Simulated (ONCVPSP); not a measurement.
## Reading a pseudo-wave (Sn (Z = 50))

Columns: radius, all-electron u(r) and pseudo u(r) of the 5p shell (level -3.87 eV) of tin in the configuration [Kr] 4d10 5s1.75 5p2.25; PBEsol, scalar-relativistic, ONCV scheme, ONCVPSP 4.0.1.

```csv
r (bohr),all-electron,pseudo
0.103,-0.0593,0.0016
0.205,0.1436,0.0062
0.308,0.1242,0.0141
0.410,-0.0246,0.0253
0.513,-0.1672,0.0401
0.615,-0.2456,0.0587
0.718,-0.2571,0.0815
0.820,-0.2173,0.1083
0.923,-0.1449,0.1393
1.025,-0.0570,0.1736
1.128,0.0368,0.2115
1.230,0.1276,0.2516
1.332,0.2122,0.2938
1.435,0.2891,0.3378
1.538,0.3566,0.3822
1.640,0.4140,0.4255
1.743,0.4629,0.4668
1.845,0.5029,0.5038
1.948,0.5356,0.5356
2.050,0.5610,0.5610
2.153,0.5804,0.5804
2.255,0.5942,0.5941
2.358,0.6032,0.6032
2.460,0.6079,0.6079
2.562,0.6089,0.6089
2.665,0.6068,0.6068
```

Problem. How many radial nodes do the two functions have?

Solution. The all-electron 5p function has n − l − 1 = 3; the pseudo-wave has 0, since the states of the same l below it are removed with the core.

Problem. At about which radius was the pseudo-wave matched?

Solution. 2.05 bohr, where the columns begin to agree (steps of 0.10 bohr).

Problem. Is the pseudo-wave norm-conserving?

Solution. Yes: the ONCV scheme keeps the norm inside the radius equal to the all-electron one, which fixes the energy derivative of the logarithmic derivative at the level.
